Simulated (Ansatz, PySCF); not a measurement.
Complex: NH3 (SMILES N) (first 4 atoms) with H2Se (SMILES [SeH2]); geometry from B3LYP-D3(BJ)/def2-TZVP, rigid monomers moved along the line of their centres of mass till N1···H7 is 1.93 Å.
(charge 0, multiplicity 1):
```tsv
atom	x (Å)	y (Å)	z (Å)
N	-0.0681	-0.1982	0.0157
H	-0.9794	-0.3057	-0.4151
H	0.3835	0.6005	-0.4148
H	0.4788	-1.0217	-0.2082
Se	-0.3629	0.1846	3.4029
H	0.9649	0.8043	3.5240
H	-0.2124	0.0320	1.9314
```

Monomers are frozen at their geometry in the pair; levels with a basis set take the counterpoise correction.

Correlated levels freeze the cores. Filled d and f shells under p-block atoms count as core. CBS: X⁻³ extrapolation of the correlation energy, Hartree–Fock from the larger set.

Codes used: Ansatz (a program for electronic structure) with Gaussian orbitals; PySCF for the dispersion terms. 

PBE/def2-TZVPPD gives -13.9 kJ/mol for the interaction energy.

Question: Where do these levels fall relative to PBE: PBE-D3(BJ)/def2-TZVPPD, r2SCAN/def2-TZVPPD, PBE0/def2-TZVPPD, wB97M-V/def2-TZVPPD, MP2/CBS(aug-cc-pVDZ, aug-cc-pVTZ), CCSD(T)/CBS(aug-cc-pVDZ, aug-cc-pVTZ).

Answer: PBE-D3(BJ)/def2-TZVPPD -3.5; r2SCAN/def2-TZVPPD 0.9; PBE0/def2-TZVPPD 1.7; wB97M-V/def2-TZVPPD 5.3; MP2/CBS(aug-cc-pVDZ, aug-cc-pVTZ) 2.8; CCSD(T)/CBS(aug-cc-pVDZ, aug-cc-pVTZ) 4.9 kJ/mol. 5 of 6 lie above PBE; the widest gap is to wB97M-V/def2-TZVPPD.
